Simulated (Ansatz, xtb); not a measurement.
# Two isomers of C6H7BSe

Structure I: `Bc1c[se]cc1C=C`, a singlet. Structure II: `Bc1ccc(C=C)[se]1`, a singlet. Both are isolated molecules in the gas phase, relaxed with B3LYP-D3(BJ)/def2-SVP, each in the lowest conformer that the search found.

I (Å):

```xyz
15

C    -0.8114   -0.9135    0.0472
C    -2.0885   -0.8755    0.5830
C    -1.5703    1.1049   -0.9609
C    -0.5239    0.2264   -0.8247
C     0.7775    0.3979   -1.4888
C     1.2491    1.5285   -2.0334
B     0.1174   -2.0790    0.4029
Se   -3.0715    0.5970    0.0323
H     1.2314   -2.1780   -0.0482
H    -0.2783   -2.9337    1.1584
H    -2.5192   -1.6113    1.2617
H    -1.5985    2.0025   -1.5766
H     1.4051   -0.4971   -1.5153
H     0.6887    2.4678   -2.0072
H     2.2274    1.5523   -2.5192
```

II (Å):

```xyz
15

C     0.5262   -0.9102   -0.7038
C     1.8374   -1.3657   -0.8037
C     2.8230   -0.5993   -0.1445
C     2.3541    0.5236    0.5274
C     3.1832    1.4552    1.2723
C     2.7712    2.5484    1.9349
B    -0.7297   -1.5186   -1.2999
Se    0.4938    0.6712    0.3389
H    -0.6326   -2.5293   -1.9542
H    -1.8136   -1.0145   -1.1328
H     2.0721   -2.2718   -1.3677
H     3.8849   -0.8559   -0.1511
H     4.2513    1.2079    1.2715
H     3.4797    3.1867    2.4668
H     1.7173    2.8415    1.9684
```

Energies in hartree; the thermal terms are from GFN2-xTB frequencies at re-optimised GFN2-xTB minima (ideal gas, soft modes damped towards free rotors, one conformer each, 298.15 K, 1 atm) and include the zero-point energy:

```
                               I            II
E, CCSD(T)/def2-SVP  −2656.467885  −2656.477858
    E, MP2/def2-SVP  −2656.369659  −2656.381256
  E, MP2/def2-TZVPP  −2657.169623  −2657.181378
  zero-point energy      0.105832      0.105883
       H(298 K) − E      0.115508      0.115541
       G(298 K) − E      0.071624      0.072023
```

Correct the CCSD(T) difference for the basis set by the MP2 change, then work out ΔE, ΔE₀, ΔH and ΔG for I → II in kJ/mol (1 Eh = 2625.50 kJ/mol) and the equilibrium ratio [II]/[I].

1. Differences II − I: CCSD(T) −0.009973, MP2 in the small set −0.011597, MP2 in the large set −0.011755 Eh.
2. ΔE = −0.009973 + (−0.011755 − (−0.011597)) = −0.010131 Eh = −26.60 kJ/mol.
3. ΔE₀ = ΔE + ΔZPE = −0.010131 + (+0.000051) Eh = −26.47 kJ/mol.
4. ΔH = ΔE + (+0.000033) Eh = −26.51 kJ/mol.
5. ΔG = ΔE + (+0.000399) Eh = −25.55 kJ/mol, so ΔS = (ΔH − ΔG)/T = −3.2 J/(mol K).
6. kT = 0.9442 mEh, so K = [II]/[I] = exp(−ΔG/kT) = exp(+10.31) ≈ 3.0 × 10^4.

Structure II is favoured at this temperature. An error of 4 kJ/mol in ΔG would change K by a factor of 5. Mirror images and further conformers aren't counted.

As drawn, both hold the same kinds of bond in the same numbers.

Other levels gave ΔE = −16.1 (GFN2-xTB); −19.9 (HF/STO-3G, GFN2-xTB geometries); −35.8 (r2SCAN-D4/def2-SVP, GFN2-xTB geometries); −32.8 (B3LYP-D3(BJ)/def2-SVP); −26.3 (HF/def2-SVP); −30.4 (MP2/def2-SVP); −26.2 (CCSD(T)/def2-SVP) kJ/mol. The correlated steps freeze 16 core orbitals; the filled d shell of Se is correlated, in a basis made for valence electrons. Programs: Ansatz 0.2.0, xtb 6.7.1.
